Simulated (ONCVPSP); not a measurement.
# What one change does to a pseudopotential (boron (B), ONCV)

| Property | Result |
| --- | --- |
| Element | B (Z = 5) |
| Generator | ONCVPSP 4.0.1 |
| Type | optimised norm-conserving Vanderbilt (ONCV) |
| Functional | PBEsol |
| Relativity | scalar-relativistic |
| Frozen core | [He] |
| Valence charge | 3 |
| Reference configuration | 2s2 2p0.75 (charge +0.25) |
| Partial waves | 2s: rc 1.60 bohr, ncon 4, nbas 8, qcut 4.5 1/bohr, 2 projectors, debl 1.8 Ha; 2p: rc 2.50 bohr, ncon 4, nbas 7, qcut 4.8 1/bohr, 2 projectors, debl 0.5 Ha; d scattering state at 0.06 Ha: rc 2.50 bohr, ncon 5, nbas 9, qcut 4.4 1/bohr, 1 projector |
| Local potential | polynomial inside 1.15 bohr (lpopt 5, dvloc0 1 Ha) |
| Core correction | Teter function, fcfact 2.75, rcfact 1.2 |

All-electron outer shells of the reference configuration (PBEsol, scalar-relativistic, ld1.x):

```csv
shell,level (eV),outermost node (bohr),outermost maximum (bohr)
1s,-182.28,–,0.21
2s,-11.60,0.46,1.52
2p,-5.67,–,1.53
```

Change: core correction Teter function, fcfact 2.75, rcfact 1.8.

Cutoffs: the cutoffs (Ha) at which the residual kinetic energy of the hardest occupied pseudo-wave falls to 1 and 0.1 mHa per electron; they do not see the model core or the augmentation charge, which bear on the density cutoff. Errors are all-electron minus pseudo energies relative to the spin-unpolarised reference configuration.

Problem. What does the change do?

Solution. The potential gets neither clearly harder nor softer (9.1 Ha and 36 Ha → 9.1 Ha and 36 Ha); of the 4 tests that both files solve, the error grows in 0 and shrinks in 2 by more than 15 % and 0.3 meV (median size 16.9 → 14.5 meV); neither file shows a bound ghost. A model core, the more so a compact one, raises the density cutoff, which this test does not measure.

| quantity | base | changed |
| --- | --- | --- |
| cutoff, loose | 9.1 Ha | 9.1 Ha |
| cutoff, tight | 36 Ha | 36 Ha |
| bound ghosts | none | none |
| GHOST(+) flags under 300 eV | none | none |
| error for 2s2 2p1, meV [ΔE -1.15 eV] | +1.2 | +1.1 |
| error for 2s2 2p0, meV [ΔE 6.99 eV] | +33 | +28 |
| error for 2s1 2p0, meV [ΔE 32.25 eV] | +124 | +70 |
| error for 2s1 2p2, meV [ΔE 4.67 eV] | -1.1 | -1.3 |
| s: phases at 1.63 bohr within 0.05 rad from the reference energy up to (Ha; the scan ends near 5) | 4.0 | 4.0 |
| p: phases at 2.53 bohr within 0.05 rad from the reference energy up to (Ha; the scan ends near 5) | 3.6 | 3.6 |
| d: phases at 2.53 bohr within 0.05 rad from the reference energy up to (Ha; the scan ends near 5) | 2.5 | 2.5 |
| rms error of d²Exc/dni dnj with the model core, mHa | 1.83 | 1.63 |
